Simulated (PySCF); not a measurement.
**Mayer bond orders and bond lengths**

C2H7BN2.
Numbering: `[BH:1]1[NH:2][CH2:3][CH2:4][NH:5]1` (hydrogens: H6 on B1; H7 on N2; H8, H9 on C3; H10, H11 on C4; H12 on N5)

Cartesian coordinates in Å at the PBE0-D3(BJ)/def2-SVP level; atoms count from 1:
```xyz
12
C2H7BN2 angstrom
B     -0.9422    1.0643   -0.1423
N      0.4637    1.1797   -0.2285
C      1.1151   -0.1010   -0.0362
C     -0.0488   -1.1030    0.1844
N     -1.2484   -0.2929    0.1059
H     -1.7382    1.9631   -0.2597
H      1.0193    2.0047   -0.3881
H      1.7979   -0.0925    0.8331
H      1.7243   -0.3916   -0.9117
H      0.0466   -1.6090    1.1626
H     -0.0348   -1.8980   -0.5837
H     -2.1521   -0.7251    0.2121
```

Bond orders from the PBE0/pcSseg-1 density (PySCF). Isolated species at its PBE0-D3(BJ)/def2-SVP geometry, gas phase.

Q: Where do the orders between heavy atoms depart from those drawn in the SMILES?

A: The largest departure is 0.172, at B1–N2 (drawn single, 1.172) and N5–B1 (drawn single, 1.172). Drawn single, order above 1.12: B1–N2 (1.172) and N5–B1 (1.172).

Q: Give the Mayer order of every bond, beside its length.

A: 
| bond | drawn as | length (Å) | Mayer order |
| --- | --- | --- | --- |
| B1–N2 | single | 1.413 | 1.172 |
| N2–C3 | single | 1.450 | 0.965 |
| C3–C4 | single | 1.552 | 1.048 |
| C4–N5 | single | 1.450 | 0.965 |
| N5–B1 | single | 1.413 | 1.172 |
| B1–H6 | single | 1.206 | 0.989 |
| N2–H7 | single | 1.007 | 0.940 |
| C3–H8 | single | 1.105 | 0.954 |
| C3–H9 | single | 1.105 | 0.955 |
| C4–H10 | single | 1.105 | 0.955 |
| C4–H11 | single | 1.106 | 0.954 |
| N5–H12 | single | 1.007 | 0.940 |

Q: Sum the orders of all bonds at each heavy atom with more than one neighbour and set the sums beside the valence in the SMILES.

A: B1 3.333 (drawn 3), N2 3.077 (drawn 3), C3 3.922 (drawn 4), C4 3.922 (drawn 4), N5 3.077 (drawn 3). Orders between atoms that aren't bonded are not in these sums.

Mayer orders depend on the basis set.
